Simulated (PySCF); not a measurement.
## How methods differ on the ionisation energy of As

As [Ar] 3d10 4s2 4p3 (4S) → As⁺ [Ar] 3d10 4s2 4p2 (3P), as a difference of total energies. Computed with PySCF 2.14 in aug-cc-pVQZ-DK (8s7p5d3f2g, 93 functions), with scalar relativity by spin-free X2C-1e. Correlated levels: valence: [Ar] 3d10 frozen. The calculations carry no spin-orbit coupling.

| method | ionisation energy (eV) |
| --- | --- |
| UHF | 9.409 |
| LDA | 10.019 |
| PBE | 9.875 |
| PBE0 | 9.936 |
| r2SCAN | 10.080 |
| BHandHLYP | 9.722 |
| MN15 | 9.923 |
| HSE06 | 9.916 |
| B3LYP | 9.825 |
| MP2 (valence) | 9.927 |
| SCS-MP2 (valence) | 9.775 |

Q: How much does correlation contribute at MP2 (valence)?

A: 9.927 − (9.409) = 0.518 eV, measured against UHF.

Errors of the correlated levels include the incompleteness of this basis and the frozen core.

For comparison: 10.008 eV (measured; NIST levels, between the centres of gravity of the two terms).
